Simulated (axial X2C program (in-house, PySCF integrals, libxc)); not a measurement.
Nuclear properties of SWS⁺

Computed with an axial X2C code built on PySCF integrals: two-component X2C with atomic mean-field Coulomb and Gaunt terms, Gaussian nuclei, basis S dyall-av3z, W dyall-v3z with contracted cores.

S–W–S held linear, with bonds 2.199 and 2.199 Å (near the PBE0 minimum at charge 1 of the determinant lowest at the starting distance; the state shown can have its own minimum elsewhere, held linear; other orders of the atoms were not compared).

Input and command:
```json
{"zs": [16, 74, 16], "q": 1, "bas": ["dyall-av3z", "dyall-v3z", "dyall-av3z"], "r0": [2.14, 2.14], "symm": 1, "scan": ["PBE0", "HF", "TPSSh"], "levels": ["PBE0", "HF", "PBE"], "nst": 2}
```
```bash
python solin.py task.json out
```

Keys: zs atomic numbers; q charge; bas basis sets; r0 starting distance in Å; symm equal bonds; scan levels of the two-bond scan; levels methods; nst determinants followed.

Determinant lowest in the PBE0 search, Ω = 5/2 (⟨Sz⟩ = -0.48, ⟨Lz⟩ = 2.98 at PBE0), spin on the atoms S 0.43, W -1.33, S 0.43:

```csv
level,A∥/gI S (MHz),qzz S (a.u.),A∥/gI W (MHz),qzz W (a.u.)
PBE0,57.9,-2.36,-1840,-17.22
HF,60.4,-2.61,-1410,-17.41
PBE,55,-2.30,-1920,-17.04
```

A∥ (defined per Ω) follows by multiplying with gI = μI/(I μN); qzz is the electric field gradient, eQq0 = 234.96 MHz × Q/barn × qzz. The operators were transformed with the bare-nucleus X2C matrices; with these basis sets, hyperfine constants and field gradients can be off by tens of per cent, and where levels differ in sign neither size nor sign is settled.

Problem. With gI(33S) = 0.4292, Q(33S) = -0.0694 barn, gI(183W) = 0.2356 (g factors from the IAEA table of nuclear moments by Stone; Q from Pyykkö, Mol. Phys. 2018), turn the PBE0 values of the first state into constants in MHz.

Solution. A∥(33S) = 57.9 × 0.4292 = 24.9 MHz; eQq0(33S) = 234.96 × (-0.0694) × (-2.36) = 38.5 MHz; A∥(183W) = -1840 × 0.2356 = -434 MHz.

The molecule was held linear; bending was not examined, so a bent shape may lie lower.

Each state is one determinant with collinear spin, which with several unpaired electrons need not be a pure state. Unrestricted Hartree–Fock can overshoot spin polarisation at the nuclei. With several open shells hyperfine constants can be off by a factor of several. In the state Ω = 5/2 the atomic spins oppose each other (0.43, -1.33, 0.43): a broken-symmetry determinant whose values are not spin-projected. At PBE a later determinant lies lower. States lie within half an eV, so the first need not be the ground state. Further determinants of the search, some of them spin-mixed, are not shown.
